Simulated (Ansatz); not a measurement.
The same path of C$_{2}$H$_{8}$AlB (12 atoms, charge 0, multiplicity 1) was run twice with different band settings. The coordinate that changes most is the dihedral Al4–B2–C3–H10.

Theory: RKS B3LYP/6-31G* in Ansatz.

Relaxed end points:

```xyz
12
Properties=species:S:1:pos:R:3
C 0.088 1.408 -0.732
B 0.022 0.015 0.012
C 0.909 -0.167 1.306
Al -1.230 -1.577 -0.712
H -0.090 1.394 -1.813
H -0.740 2.001 -0.302
H 1.005 1.979 -0.529
H 1.857 -0.606 0.944
H 0.531 -0.862 2.065
H 1.183 0.778 1.797
H -2.780 -1.691 -0.323
H -0.678 -2.728 -1.680
```

```xyz
12
Properties=species:S:1:pos:R:3
C 0.360 1.163 -1.024
B 0.025 0.013 0.007
C 0.893 -0.063 1.325
Al -1.553 -1.396 -0.371
H 0.146 0.953 -2.078
H -0.307 1.999 -0.744
H 1.384 1.553 -0.940
H 1.371 0.888 1.601
H 1.719 -0.758 1.082
H 0.404 -0.484 2.211
H -3.080 -1.102 0.018
H -1.286 -2.822 -1.054
```

Common settings: movable images 7; climbing image yes; optimiser quadratic models (default); start path IDPP; force threshold 0.05 eV/Å; end points relaxed.

| run | spring | iteration limit |
| --- | --- | --- |
| 1 | 5.0 eV/Å² | 56 |
| 2 | 2.0 to 10.0 eV/Å², energy-weighted | 60 |

Question: What does each run give, and how far can it be trusted?

Answer: Run 1: converged after 5 iterations, highest image 0.017 eV above the first end. A vibrational analysis at the climbing image gives one clearly imaginary mode, 82i cm⁻¹: a first-order saddle point.
Run 2: converged after 6 iterations, highest image 0.016 eV above the first end. Another band between the same ends (7 images) ends at a top of the same energy, where a vibrational analysis finds 1 clearly imaginary mode.
